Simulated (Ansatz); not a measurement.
A run for Ansatz (an electronic-structure program): R-B3LYP/def2-TZVPP on ClHSSn (SMILES [SH][Sn][Cl]), a point of a torsion scan. Elements past Kr take the def2 small-core potentials; no spin–orbit coupling.

Ansatz 0.2 input:
```yaml
crystal:
  periodic: [false, false, false]
  atoms:
    - {symbol: S, position_ang: [-1.44742196, 0.46272816, 0.44201056]}
    - {symbol: Sn, position_ang: [0.89799394, 0.93755438, -0.22430685]}
    - {symbol: Cl, position_ang: [0.51333441, 2.45814700, -2.00714166]}
    - {symbol: H, position_ang: [-1.61265075, -0.57186283, -0.37552146]}
basis:
  gaussian:
    orbitals: def2-TZVPP
hamiltonian:
  xc: {name: B3LYP}
scf: {lower_state_search: off}
```

It printed:

```
WARN ansatz: RAYON_NUM_THREADS=1 ignored (pool sized by the plan → 1); use --threads N
Functional definition: B3LYP
these checks for a lower state are left out or cut short: stability, starts, cluster_reference, orbital_swaps, neighbouring_geometries, increment
integrals: 0.07 GiB planned
1100 factors; their error is unknown
mean field: 0.62 GiB planned
mean field evaluation 1: about -29209.4938 eV, gradient 2.7e1 eV
mean field evaluation 2: about -29205.0501 eV, gradient 4.9e1 eV
mean field evaluation 4: about -29211.7210 eV, gradient 1.9e0 eV
mean field evaluation 8: about -29211.7305 eV, gradient 5.6e-2 eV
mean field evaluation 16: about -29211.8261 eV, gradient 7.4e-5 eV
mean field -29211.82611072 eV, -1073.5148090822 hartree, gradient 1.6e-6 eV, S^2 0.000000; 0 other end points of the search recorded, 0 dependent functions left out
reference -29211.82633983 eV, -1073.5148175016 hartree; 28, 28 occupied and 120, 120 virtual orbitals, 1100 factors
Total energy: -29211.82633983 eV, -1073.5148175016 hartree
Checks for a lower state left out: stability, starts, cluster_reference, orbital_swaps, neighbouring_geometries, increment
```

Self-consistency was reached.

Cost: about 2.9 core-seconds (a rough figure).
